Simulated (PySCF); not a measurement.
Species: trichloro(methyl)silane, CH3Cl3Si, charge 0, multiplicity 1. SMILES: Cl[Si](Cl)(Cl)C
Geometry: optimised at B3LYP-D3(BJ)/def2-TZVP (Ansatz).

Dispersion corrections to the total energy (kcal/mol) from the dftd3 and dftd4 libraries through PySCF: D3(BJ) without and D4 with the three-body term, each with the damping fitted for the functional named.

```csv
functional,D3(BJ),D4
B3LYP,[?],-10.78
PBE0,-5.77,[?]
B2PLYP,-5.98,-4.62
LC-wPBE,-6.67,-7.44
HF,-44.23,-20.67
r2SCAN,-1.78,-1.53
revPBE,-14.71,[?]
```

Problem. What belongs in the gaps?

Solution. 
- B3LYP, D3(BJ): -11.80
- PBE0, D4: -5.64
- revPBE, D4: -17.09
